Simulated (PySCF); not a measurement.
Structure problem from calculated spectra and properties.

Formula: C8H8O.

| Item | Value |
| --- | --- |
| NMR, other nuclei | isotropic shieldings of nuclei other than C and H, by class: 311 (1 O) ppm [GIAO PBE0/pcSseg-1] |
| Polarisability | 91.6 au [B3LYP/def2-SVPD] |
| 13C NMR | chemical shifts (computed TMS as zero) by class: 146.3 (2 C), 132.5 (2 C), 126.2 (2 C), 79.3 (2 C) ppm [GIAO PBE0/pcSseg-1] |
| Triplet | lowest triplet excitation (Tamm–Dancoff): 4.15 eV [TDA B3LYP/def2-SVPD] |
| Dipole | 1.51 D [B3LYP/def2-SVPD] |
| UV, first state | lowest singlet excitation: 5.10 eV (243 nm, f = 0.028) [TDDFT B3LYP/def2-SVPD] |
| Rotational structure | rotational constants A, B, C: 3.754, 1.519, 1.097 GHz [GFN2-xTB] |
| UV, strongest line | among the 8 lowest singlet transitions: S4 at 6.24 eV (199 nm, f = 0.044) [TDDFT B3LYP/def2-SVPD] |
| 1H NMR | chemical shifts (computed TMS as zero) by class: 7.56 (2 H), 7.52 (2 H), 5.53 (4 H) ppm [GIAO PBE0/pcSseg-1] |

Electronic properties: PySCF, gas phase, density fitting. Levels stand in brackets. Geometry: GFN2-xTB; no solvent, vibrations or thermal averaging. Each NMR value is the plain mean over a class of atoms that symmetry, rotation or inversion makes alike.

**Question.** What is the compound? Reason from the data.

**Answer.** Numbering: `[cH:1]1[cH:2][cH:3][c:4]2[c:5]([cH:6]1)[CH2:7][O:8][CH2:9]2`. Its formula, C8H8O, gives 5 degrees of unsaturation: 2 rings and 3 π bonds in the structure found (Kekulé form). 8 carbons fall into 4 classes; from least to most shielded: substituted aromatic carbon [C4/C5] (146.3 ppm, 2 C), aromatic CH carbon [C1/C2] (132.5 ppm, 2 C), aromatic CH carbon [C3/C6] (126.2 ppm, 2 C), ring sp3 carbon bound to oxygen [C7/C9] (79.3 ppm, 2 C). Hydrogen classes from least to most shielded: 2 H on 2 aromatic CH carbons, C1/C2 (7.56 ppm), 2 H on 2 aromatic CH carbons, C3/C6 (7.52 ppm), 4 H on 2 like atoms (sp3 carbon bound to oxygen), C7/C9 (5.53 ppm). The other shieldings belong to: 311 ppm, cyclic ether oxygen [O8]. S1 is mainly HOMO→LUMO (weight 0.83); the largest Löwdin shares of the orbital it empties are 0.19 on the cyclic ether oxygen and 0.11 on each of 2 atoms of one kind (substituted aromatic carbon), of the orbital it fills 0.22 on each of 2 atoms of one kind (aromatic CH carbon) and 0.10 on each of 2 atoms of one kind (aromatic CH carbon). By its constants the optimised geometry is an asymmetric top. Structure: phthalan (`c1ccc2c(c1)COC2`). Computed isomers that give other values at the same levels: `CC#Cc1c(CC)c1=O` (13C chemical shifts (computed TMS as zero) by class: 171.3 (1 C), 162.0 (1 C), 152.0 (1 C), 127.7 (1 C), 70.5 (1 C), 25.5 (1 C), 13.8 (1 C), 7.3 (1 C) ppm); `C#CC#C[C@H](C)C(C)=O` (13C chemical shifts (computed TMS as zero) by class: 207.5 (1 C), 81.4 (1 C), 77.5 (1 C), 74.3 (1 C), 73.5 (1 C), 41.0 (1 C), 30.8 (1 C), 17.8 (1 C) ppm); `c1ccc2c(c1)CCO2` (13C chemical shifts (computed TMS as zero) by class: 168.3 (1 C), 133.4 (1 C), 131.0 (1 C), 130.2 (1 C), 124.5 (1 C), 114.1 (1 C), 72.5 (1 C), 33.5 (1 C) ppm). The assignments are read from this structure; whether some other isomer fits the data as well wasn't checked.
